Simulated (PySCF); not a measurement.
Species: CH8BOP.
SMILES: `CO[BH2-][PH3+]`

Jobs on this species (12 atoms, 42 electrons) with PySCF (density fitting). Hardware of each: an Arm Neoverse V1 with one thread (shared host). Other jobs ran on the host; a repeat could differ by tens of per cent or more. Peak memory is the resident size of the whole Python process, interpreter and libraries included.

```
                                                                 level and settings                                                          work  basis functions  SCF cycles  wall time  peak memory
                                                 PBE0-D3(BJ)/def2-SVP, grid level 1  geometry optimisation from a GFN2-xTB start shaken at random              100           ?          ?            ?
delta-SCF UKS SCAN, def2-TZVP on the ionised atom, pcseg-1 elsewhere, spin-free X2C                                 ΔSCF core ionisation, 5 holes              119           ?          ?            ?
     delta-SCF UKS PBE, pcX-2 on the ionised atom, pcseg-1 elsewhere, spin-free X2C                                 ΔSCF core ionisation, 5 holes              142          74       16 s     0.51 GiB
      delta-SCF UKS HF, pcX-2 on the ionised atom, pcseg-1 elsewhere, spin-free X2C                                 ΔSCF core ionisation, 5 holes              142          66       14 s     0.51 GiB
    delta-SCF UKS SCAN, pcX-2 on the ionised atom, pcseg-1 elsewhere, spin-free X2C                                 ΔSCF core ionisation, 5 holes              142          77       26 s     0.53 GiB
    delta-SCF UKS SCAN, pcX-1 on the ionised atom, pcseg-1 elsewhere, spin-free X2C                                 ΔSCF core ionisation, 5 holes              122          75       21 s     0.51 GiB
 delta-SCF UKS SCAN, pcX-2 on the ionised atom, pcseg-1 elsewhere, non-relativistic                                 ΔSCF core ionisation, 5 holes              142          77       27 s     0.51 GiB
    delta-SCF UKS PBE0, pcX-2 on the ionised atom, pcseg-1 elsewhere, spin-free X2C                                 ΔSCF core ionisation, 5 holes              142          68       26 s     0.51 GiB
   delta-SCF UKS B3LYP, pcX-2 on the ionised atom, pcseg-1 elsewhere, spin-free X2C                                 ΔSCF core ionisation, 5 holes              142          69       27 s     0.51 GiB
```

Fill in the missing figures.

- PBE0-D3(BJ)/def2-SVP, grid level 1; geometry optimisation from a GFN2-xTB start shaken at random: 31 s, 0.40 GiB, 59 SCF cycles
- delta-SCF UKS SCAN, def2-TZVP on the ionised atom, pcseg-1 elsewhere, spin-free X2C; ΔSCF core ionisation, 5 holes: 24 s, 0.51 GiB, 74 SCF cycles

What do all jobs in the table cost together?

About 3.5 min; the longest takes about 15 % of that, and about 2.2 times as long as the shortest.
